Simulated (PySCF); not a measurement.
**Computed properties of CHBrClF, SMILES F[C@@H](Br)Cl**

CHBrClF, SMILES [C@@H](Cl)(Br)F. Geometry optimised at B3LYP-D3(BJ)/def2-SVP. Other conformers were not sampled. All values are computed for the isolated molecule unless a solvent is named; none is compared with measurement here.

**Structure.** All 9 harmonic modes at B3LYP-D3(BJ)/def2-SVP (PySCF) are real, so it is a minimum. With heavy atoms numbered as in [C@@H:1]([F:2])([Cl:3])[Br:4], the shortest bond between them is C1–F2 at 1.338 Å and the longest C1–Br4 at 1.959 Å.

**Vibrations.** The strongest infrared lines (harmonic, unscaled, degenerate partners summed) lie at 1141 cm⁻¹ (203 km/mol, C 57 %, F 39 %), 761 cm⁻¹ (190 km/mol, C 76 %, Cl 15 %), 1207 cm⁻¹ (71 km/mol, H 90 %, C 8 %). The softest mode is at 220 cm⁻¹ and the zero-point energy is 13.1 kcal/mol.

**Electronic structure.** M06-2X/def2-TZVPD (PySCF) places the frontier levels at -9.92 and -0.50 eV, a gap of 9.42 eV, and gives a dipole moment of 1.24 D and a mean polarisability of 51.8 bohr³. PBE/def2-TZVPD (PySCF) at the same geometry gives -7.33 and -2.29 eV, so its gap is 4.38 eV narrower. An orbital gap is neither the optical nor the fundamental gap.

**Excitations.** TDA-CAM-B3LYP/def2-SVPD (PySCF) has S1 at 5.84 eV (212 nm, f = 0.005, weak); the most intense of the 10 singlets computed lies at 8.36 eV (f = 0.08). T1 (TDA) is at 5.07 eV, 0.77 eV under S1. TDA-PBE/def2-SVPD (PySCF) puts S1 at 5.43 eV. No vertical singlet excitation falls in the visible range (under 3.1 eV).

**NMR.** GIAO shifts at PBE0/pcSseg-1 (PySCF) (non-relativistic, atoms alike by connectivity averaged): ¹³C at 126.6 ppm against TMS; ¹H at 8.0 ppm against TMS; ¹⁹F at -91.0 ppm against CFCl3. Without spin–orbit terms, shifts of atoms bonded to Cl or Br come out too high.
